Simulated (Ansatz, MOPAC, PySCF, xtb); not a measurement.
Complex: CHN (SMILES C#N) (first 3 atoms) with H4OSi (SMILES O[SiH3]); geometry from B3LYP-D3(BJ)/def2-TZVP, rigid monomers moved along the line of their centres of mass till H3···O4 is 2.33 Å.
(charge 0, multiplicity 1):
```xyz
9

C     -1.242     1.041     0.180
N     -1.988     1.382    -0.622
H     -0.541     0.722     0.932
O      0.892    -0.017     2.614
Si     0.453    -0.942     3.928
H      1.811     0.250     2.531
H      1.197    -2.223     3.943
H     -0.992    -1.180     3.756
H      0.717    -0.219     5.193
```

Interaction energies are E(AB) − E(A) − E(B) at the monomers' geometry in the complex; basis-set methods are counterpoise corrected.

Frozen-core correlation. Rows in 6-31G* carry no dispersion term and start afresh at each structure (6-31G* with six Cartesian d functions). MP2/6-31G* freezes PySCF's default core. The state reached by PM3, PM6 isn't checked.

The values were computed with Ansatz (a first-principles code) with Gaussian orbitals; MOPAC for PM3, PM6 (differences of heats of formation); PySCF for 6-31G* rows, the dispersion terms; xtb for the GFN methods. Values without a source in brackets are computed.

```
level                    interaction energy (kcal/mol)
-----------------------  -----------------------------
PM3                                              -2.91
PM6                                              -2.54
GFN1-xTB                                         -2.02
r2SCAN-D4/def2-TZVPPD                            -3.98
B3LYP/def2-TZVPPD                                -3.58
PBE0-D4/def2-TZVPPD                              -4.40
MP2/6-31G*                                       -4.42
SCS-MP2/aug-cc-pV(D+d)Z                          -3.63
CCSD/aug-cc-pV(D+d)Z                                 ?
```

Task: What belongs in the gaps?

Result: 
- CCSD/aug-cc-pV(D+d)Z, interaction energy (kcal/mol): -3.83
